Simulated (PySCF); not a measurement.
F$_{2}$Mn (SMILES [F][Mn][F]), sextet, at a GFN2-xTB geometry (such geometries of metal compounds can be far from the true shape); PySCF with TPSS/6-31G.

The PySCF input:
```python
from pyscf import gto, scf, dft

mol = gto.Mole()
mol.atom = '''
    Mn    0.009789    0.000267   -0.001718
    F    -0.241809    1.281989   -1.098969
    F     0.214616   -1.282730    1.103741
'''
mol.basis = '6-31g'
mol.charge = 0
mol.spin = 5
mol.verbose = 4
mol.build()

mf = dft.UKS(mol)
mf.xc = 'tpss'
mf.conv_tol = 1e-11
mf.kernel()
mf.analyze()
```

Q: Write the output that PySCF gives for this input, abridged.

A: 
```
PySCF version 2.14.0

[INPUT] verbose = 4
[INPUT] num. atoms = 3
[INPUT] num. electrons = 43
[INPUT] charge = 0
[INPUT] spin (= nelec alpha-beta = 2S) = 5
[INPUT] symmetry False subgroup None
[INPUT] Mole.unit = angstrom
[INPUT] Symbol           X                Y                Z      unit          X                Y                Z       unit  Magmom
[...]
nuclear repulsion = 152.156888794619
number of shells = 21
number of NR pGTOs = 134
number of NR cGTOs = 45
basis = 6-31g
ecp = {}

******** <class 'pyscf.dft.uks.UKS'> ********
method = UKS
initial guess = minao
damping factor = 0
level_shift factor = 0
DIIS = <class 'pyscf.scf.diis.CDIIS'>
diis_start_cycle = 1
diis_space = 8
diis_damp = 0
SCF conv_tol = 1e-11
SCF conv_tol_grad = None
SCF max_cycles = 50
direct_scf = True
direct_scf_tol = 1e-13
number electrons alpha = 24  beta = 19
XC library pyscf.dft.libxc version 7.1.2
    S. Lehtola, C. Steigemann, M. J. T. Oliveira, and M. A. L. Marques,  SoftwareX 7, 1–5 (2018)
XC functionals = tpss
    J. Tao, J. P. Perdew, V. N. Staroverov, and G. E. Scuseria,  Phys. Rev. Lett. 91, 146401 (2003)
    J. P. Perdew, J. Tao, V. N. Staroverov, and G. E. Scuseria,  J. Chem. Phys. 120, 6898 (2004)
    J. Tao, J. P. Perdew, V. N. Staroverov, and G. E. Scuseria,  Phys. Rev. Lett. 91, 146401 (2003)
    J. P. Perdew, J. Tao, V. N. Staroverov, and G. E. Scuseria,  J. Chem. Phys. 120, 6898 (2004)
radial grids:
    Treutler-Ahlrichs [JCP 102, 346 (1995); DOI:10.1063/1.469408] (M4) radial grids

becke partition: Becke, JCP 88, 2547 (1988); DOI:10.1063/1.454033
pruning grids: <function nwchem_prune>
grids dens level: 3
symmetrized grids: False
atomic radii adjust function: <function treutler_atomic_radii_adjust>
small_rho_cutoff = 0
Set gradient conv threshold to 3.16228e-06
tot grids = 49432
init E= -1349.61239153738

cycle= 1 E= -1341.98153503895  delta_E= 7.63  |g|=  2.8  |ddm|= 8.44

cycle= 2 E= -1311.5106961603  delta_E= 30.5  |g|= 7.44  |ddm|=  8.9

cycle= 3 E= -1335.26169041954  delta_E= -23.8  |g|= 5.43  |ddm|= 4.87
cycle= 4 E= -1336.81546854136  delta_E= -1.55  |g|= 5.35  |ddm|= 0.567
cycle= 5 E= -1336.41279801462  delta_E= 0.403  |g|= 5.33  |ddm|= 0.381
cycle= 6 E= -1336.79968902803  delta_E= -0.387  |g|= 5.23  |ddm|= 0.296

cycle= 7 E= -1336.80202493076  delta_E= -0.00234  |g|= 5.26  |ddm|= 0.959

cycle= 8 E= -1337.30505389417  delta_E= -0.503  |g|= 5.17  |ddm|=  0.3

cycle= 9 E= -1337.32557036938  delta_E= -0.0205  |g|= 5.18  |ddm|= 0.104

[...]
converged SCF energy = -1350.6612905128  <S^2> = 8.7586287  2S+1 = 6.0028756
Total Energy =                       -1350.661290512796086
[...]
**** MO energy ****
                             alpha | beta                alpha | beta
[...]
To work with the spin densities directly, `use mulliken_meta_spin()` only printing them here.

 ** Mulliken spin pop alpha/beta on meta-lowdin orthogonal AOs **
 ** Mulliken Spin Density (per AO)  **
spin_pop of  0 Mn 1s        0.00000
spin_pop of  0 Mn 2s        0.00000
spin_pop of  0 Mn 3s        0.00004
spin_pop of  0 Mn 4s        0.41472
spin_pop of  0 Mn 5s        0.01397
spin_pop of  0 Mn 2px      -0.00000
spin_pop of  0 Mn 2py      -0.00000
spin_pop of  0 Mn 2pz      -0.00000
spin_pop of  0 Mn 3px       0.00002
spin_pop of  0 Mn 3py      -0.00003
spin_pop of  0 Mn 3pz      -0.00002
spin_pop of  0 Mn 4px       0.00625
spin_pop of  0 Mn 4py       0.00329
spin_pop of  0 Mn 4pz       0.00409
spin_pop of  0 Mn 5px      -0.00041
spin_pop of  0 Mn 5py       0.00021
spin_pop of  0 Mn 5pz       0.00004
spin_pop of  0 Mn 3dxy      0.92369
spin_pop of  0 Mn 3dyz      0.69161
spin_pop of  0 Mn 3dz^2     0.90837
spin_pop of  0 Mn 3dxz      0.94310
spin_pop of  0 Mn 3dx2-y2    0.87038
spin_pop of  0 Mn 4dxy      0.00062
spin_pop of  0 Mn 4dyz      0.00027
spin_pop of  0 Mn 4dz^2     0.00075
spin_pop of  0 Mn 4dxz      0.00052
spin_pop of  0 Mn 4dx2-y2    0.00044
spin_pop of  1 F 1s       -0.00000
spin_pop of  1 F 2s        0.00338
spin_pop of  1 F 3s        0.00061
spin_pop of  1 F 2px       0.05296
spin_pop of  1 F 2py       0.02111
spin_pop of  1 F 2pz       0.03054
spin_pop of  1 F 3px      -0.00015
spin_pop of  1 F 3py       0.00037
spin_pop of  1 F 3pz       0.00022
spin_pop of  2 F 1s       -0.00000
spin_pop of  2 F 2s        0.00338
spin_pop of  2 F 3s        0.00061
spin_pop of  2 F 2px       0.05449
spin_pop of  2 F 2py       0.02088
spin_pop of  2 F 2pz       0.02924
spin_pop of  2 F 3px      -0.00016
spin_pop of  2 F 3py       0.00037
spin_pop of  2 F 3pz       0.00023
 ** Mulliken Spin Density (per atom)  **
spin density of  0 Mn =      4.78194
spin density of  1 F =      0.10903
spin density of  2 F =      0.10903
 ** Mulliken pop alpha/beta on meta-lowdin orthogonal AOs **
 ** Mulliken pop       alpha | beta **
In total            24.00000 | 19.00000
 ** Mulliken atomic charges   ( Nelec_alpha | Nelec_beta ) **
charge of  0Mn =      1.16086  (    14.31054      9.52860 )
charge of  1F =     -0.58043  (     4.84473      4.73570 )
charge of  2F =     -0.58043  (     4.84473      4.73570 )
Dipole moment(X, Y, Z, Debye):  0.09469,  0.00258, -0.01661
```
